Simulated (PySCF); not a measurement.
Si(OH)4 (H4O4Si), SMILES O[Si](O)(O)O.

Geometry: PBE-D3(BJ)/def2-SVP. The isomer is the one that the SMILES or the coordinates give; other isomers of the formula were not compared. One conformer was computed; it need not be the lowest.

Two levels are set side by side: PBE/def2-TZVP (PySCF) and M06-2X/def2-TZVP (PySCF). Same geometry, gas phase. Differences are taken from unrounded values.

```json
[
 {"quantity": "orbital gap (eV)", "PBE": "6.75"},
 {"quantity": "highest occupied level (eV)", "PBE": "-7.39"},
 {"quantity": "lowest empty level (eV)", "PBE": "-0.64"},
 {"quantity": "mean polarisability (bohr³)", "PBE": "38.4"}
]
```

### Question
These are the PBE values. What does M06-2X give? (Estimate from the structure and the level; the computed values follow.)

### Answer

```json
[
 {"quantity": "orbital gap (eV)", "M06-2X": "11.92", "PBE minus M06-2X": "-5.16"},
 {"quantity": "highest occupied level (eV)", "M06-2X": "-11.01", "PBE minus M06-2X": "3.62"},
 {"quantity": "lowest empty level (eV)", "M06-2X": "0.91", "PBE minus M06-2X": "-1.54"},
 {"quantity": "mean polarisability (bohr³)", "M06-2X": "35.4", "PBE minus M06-2X": "3.0"}
]
```

Without exact exchange PBE keeps part of each electron's self-repulsion, which lifts occupied levels and narrows the gap. Loosely held outer electrons make PBE densities more polarisable. Differences between two approximate levels are no errors against the true value.

Rough cost on one machine, each run with all the roots and properties that it gave: M06-2X against PBE about 4 times.
